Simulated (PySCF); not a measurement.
CH7ClOSi2, SMILES C(O[SiH2]Cl)[SiH3].

Coordinates come from a B3LYP-D3(BJ)/def2-SVP optimisation. This is a generated structure with no PubChem entry under its InChIKey; it may be hypothetical. Other conformers were not sampled.

Two levels are set side by side: TDDFT-PBE/def2-SVPD (PySCF) and TDDFT-CAM-B3LYP/def2-SVPD (PySCF). Vertical, same geometry. The lowest singlet is HOMO→LUMO 98 % with PBE and HOMO→LUMO 55 %, HOMO→LUMO+2 21 %, HOMO→LUMO+1 17 % with the other functional; states are paired by order. Differences are taken from unrounded values.

| quantity | TDDFT-PBE |
|---|---|
| lowest singlet excitation (eV) | 6.00 |
| lowest triplet excitation (TDA) (eV) | 5.73 |
| first bright state (f over 0.05) (eV) | 6.91 |
| its oscillator strength | 0.05 |

**Question.** These are the TDDFT-PBE values. What does TDDFT-CAM-B3LYP give? (An estimate is asked for; the answer gives what the named calculation found.)

**Answer.** 
| quantity | TDDFT-CAM-B3LYP | TDDFT-PBE minus TDDFT-CAM-B3LYP |
|---|---|---|
| lowest singlet excitation (eV) | 7.10 | -1.10 |
| lowest triplet excitation (TDA) (eV) | 6.71 | -0.98 |
| first bright state (f over 0.05) (eV) | 7.70 | -0.79 |
| its oscillator strength | 0.06 | 0.00 |

A lower first singlet is the usual sign of a functional without exact exchange. Differences between two approximate levels are no errors against the true value.

Rough cost on one machine, each run with all the roots and properties that it gave: TDDFT-CAM-B3LYP against TDDFT-PBE about 7 times.
